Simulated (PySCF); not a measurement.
Species: benzoic acid, C₇H₆O₂.
SMILES with atom numbers: `[O:1]=[C:2]([OH:3])[c:4]1[cH:5][cH:6][cH:7][cH:8][cH:9]1` (hydrogens: H10 on O3; H11 on C5; H12 on C6; H13 on C7; H14 on C8; H15 on C9)

Computed with PySCF at wB97X-D/pcSseg-2, non-relativistic, on one gas-phase PBE0-D3(BJ)/def2-TZVP geometry that isn't relaxed in the solvent. The solvent is an IEF-PCM continuum (Bondi radii, 1.10 Å for H, scaled by 1.2). The model holds no explicit solvent molecules, cavitation or dispersion.

Gas phase at wB97X-D/pcSseg-2: HOMO -9.45 eV, LUMO 0.20 eV, dipole 2.08 D.

Q: What does the continuum do to the energy, the frontier levels and the dipole at wB97X-D/pcSseg-2 in chloroform?

A: 
| solvent | ε | E(solvent) − E(gas) (kcal/mol) | polarisation term (kcal/mol) | distortion of the solute (kcal/mol) | HOMO (eV) | LUMO (eV) | dipole (D) |
| --- | --- | --- | --- | --- | --- | --- | --- |
| chloroform | 4.711 | -5.07 | -5.55 | 0.48 | -9.39 | 0.21 | 2.59 |

The first energy column is the sum of the next two and covers electrostatics alone.

Q: Which radius a makes the point-dipole formula ΔE = −[(ε − 1)/(2ε + 1)]·μ²/a³ give the value in chloroform, with the gas-phase dipole?

A: μ = 0.817 au and |ΔE| = 0.00809 Eh give a = 1.63 Å; the farthest nucleus lies 3.73 Å from the centroid of the nuclei, so such a sphere wouldn't even hold the nuclei. The formula assumes a rigid point dipole at the centre of a sphere.

Conformer computed: `[O:1]=[C:2]([OH:3])[c:4]1[cH:5][cH:6][cH:7][cH:8][cH:9]1`: O1–C2–C4–C5 0°, H–O3–C2–O1 0°.

wB97X-D is run here without its empirical dispersion term; that term would change no orbital, density or response property at a fixed geometry.
